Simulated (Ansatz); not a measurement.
Cartesian coordinates in Å:
```
C 0.017 -0.472 1.576
B -0.039 -0.095 0.005
C -1.539 0.055 -0.579
C 0.936 -0.993 -0.919
N 0.602 1.447 -0.080
H -0.580 0.198 2.209
H -0.388 -1.477 1.734
H 1.035 -0.487 1.987
H -1.571 0.397 -1.622
H -2.171 0.736 0.007
H -2.046 -0.916 -0.563
H 0.959 -0.675 -1.970
H 0.594 -2.033 -0.925
H 1.975 -1.018 -0.564
H 0.050 2.095 0.475
H 1.555 1.458 0.270
H 0.610 1.778 -1.040
```

The species carries charge 0 and has multiplicity 1.

Problem. List the PBE0/def2-TZVPP orbital energies in eV (the Gaussian-basis code of Ansatz). (Estimate.)

Solution. The calculation gave: Occupied: -393.24, -276.42, -276.42, -276.42, -182.74, -26.41, -19.23, -18.02, -18.02, -15.22, -15.22, -13.47, -11.08, -10.61, -10.61, -9.74, -9.74, -9.44, -8.86, -7.37, -7.37. Lowest empty: 0.09, 1.80, 1.81, 1.91, 2.88, 2.88, 3.04, 3.97.
